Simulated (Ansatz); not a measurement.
Cartesian coordinates (Å):
```xyz
10

S      2.2933     1.2431    -0.8131
S      2.0891    -0.2436     0.6173
C      0.4046    -0.2953     0.8895
C     -0.6498    -0.7640     1.5202
C     -0.9336     0.1040     0.3468
S     -1.5608    -0.6441    -1.1994
H      2.1158     0.4541    -1.9058
H     -1.0688    -1.4414     2.2544
H     -1.2961     1.1294     0.4819
H     -1.3937     0.4578    -1.9677
```
Charge 0, multiplicity 1.

Calculation: Ansatz (a program for electronic structure) with frozen-core CCSD(T)/cc-pVTZ // PBE-D3(BJ)/def2-TZVP.

```yaml
HF energy: -1308.51300 Ha
MP2 correlation energy: -1.00239 Ha
```

Problem. Estimate the CCSD correlation energy, the (T) correction, the total energy and the T1 diagnostic.

Solution. 
The CCSD correlation energy comes out as -1.05388 Ha. The (T) correction is -0.05619 Ha and the CCSD(T) total energy comes out as -1309.62307 Ha. The T1 diagnostic comes out as 0.012.
